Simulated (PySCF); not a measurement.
C5H8Si.
Geometry (GFN2-xTB, Å), atoms numbered from 1 in this order:
```xyz
14
C5H8Si angstrom
C      2.2856    1.1888    1.3693
C      1.8830    0.4272    0.5308
Si     1.2499   -0.7457   -0.7576
C     -0.4672   -1.3539   -0.2772
C     -1.5320   -0.6069   -0.0141
C     -1.5795    0.8821   -0.0352
H      2.6449    1.8543    2.1015
H      1.2308   -0.0290   -2.0421
H      2.1644   -1.8942   -0.8115
H     -0.5886   -2.4298   -0.2215
H     -2.4756   -1.0791    0.2442
H     -2.2942    1.2215   -0.7856
H     -1.9179    1.2564    0.9309
H     -0.6044    1.3079   -0.2542
```

Theory: TDDFT PBE0/def2-SVPD, vertical, gas phase, core orbitals frozen in the response in PySCF.

Transition dipole moments from the ground state, in atomic units and in the frame of the coordinates above (overall signs are arbitrary), for the states with f of 0.002 or more among the lowest 7:

```
state  E (eV)      μx      μy     μz
   S1   6.084  -0.254   0.041  0.001
   S2   6.265   0.368  -0.039  0.056
   S3   6.330  -0.094  -0.075  0.036
   S4   6.534  -0.761   0.282  0.183
   S5   6.581   0.436  -0.013  0.137
   S6   6.657  -0.563   0.225  0.200
   S7   6.819  -0.136   0.192  0.133
```

**Question.** What oscillator strength does each state have?

**Answer.** f = (2/3) ΔE |μ|² with ΔE in hartree (27.2114 eV).

```
state  |μ|² (au)  |μ| (D)      f
   S1      0.066     0.65  0.010
   S2      0.140     0.95  0.021
   S3      0.016     0.32  0.002
   S4      0.692     2.12  0.111
   S5      0.209     1.16  0.034
   S6      0.408     1.62  0.066
   S7      0.073     0.69  0.012
```

**Question.** Which bond between heavy atoms lies closest to the direction of the S4 transition dipole?

**Answer.** C4–C5, at 14° from it; next Si3–C4 at 39°.

**Question.** What angle do the transition dipoles of S2 and S7 make?

**Answer.** |cos θ| = |μa·μb| / (|μa| |μb|) = 0.49, so θ ≈ 60° (taken between 0 and 90°, since the signs are arbitrary).

**Question.** What peak molar absorption coefficient would the strongest computed level give as a lone Gaussian band 0.3 eV wide at half height?

**Answer.** ε(max) = 2.175×10⁸ f / FWHM, with the width in cm⁻¹. S4: 2.175×10⁸ × 0.1109 / 2420 ≈ 10000 L mol⁻¹ cm⁻¹.

One conformer stands for the species.
